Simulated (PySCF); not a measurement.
Computed Raman spectrum (relative Raman activity) of a molecule C4H4F2. Coordinates come from a B3LYP-D3(BJ)/def2-SVP optimisation. The values are those of a single conformer. Computed with PySCF with B3LYP-D3(BJ)/def2-SVP. Harmonic, unscaled wavenumbers; measured fundamentals usually lie a few per cent lower.

Lines under 2 % of the strongest are left out, and lines within 2 cm⁻¹ are merged.

```
ν (cm⁻¹)  relative intensity
--------  ------------------
743                      2.8
908                      7.0
1089                     4.1
1143                     3.7
1163                     2.6
1454                     9.8
1478                     6.8
1853                     6.5
3048                      29
3053                     100
3105                      44
3112                      39
```

### Question
Which molecule gave these data?
A. C#CC(C)(F)F
B. FC1(F)C=CC1
C. CC(F)=C=CF
D. FC1=C(F)CC1

### Answer
D, FC1=C(F)CC1
